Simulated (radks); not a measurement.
Problem. Valence configurations of In I (all share [Kr]). All-electron calculation, Dirac Kohn-Sham, BLYP, spin-unpolarised, spherical densities, finite nucleus; open shells fill j = l - 1/2 first; Fermi nuclear charge, rms radius 4.6156 fm. Program: a radial shooting solver on a logarithmic mesh with Libxc functionals. Order these by energy: 4d9.5 5s2 5p1.5; 4d10 5s1 5p2; 4d10 5p3; 4d9 5p4; 4d9 5s2 5p2; 4d9 5s1 5p3; 4d10 5s2 5p1; 4d8 5s1 5p4; 4d10 5s1.5 5p1.5.

Solution. From the lowest, in eV above it: 4d10 5s2 5p1 0.000; 4d10 5s1.5 5p1.5 2.764; 4d10 5s1 5p2 5.597; 4d9.5 5s2 5p1.5 8.188; 4d10 5p3 11.823; 4d9 5s2 5p2 17.438; 4d9 5s1 5p3 24.258; 4d9 5p4 31.349; 4d8 5s1 5p4 47.305. NIST lists [Kr] 4d10 5s2 5p1 as the ground configuration; this level of theory agrees among the configurations tried. The energies are those of spherical spin-averaged densities, not of single terms.
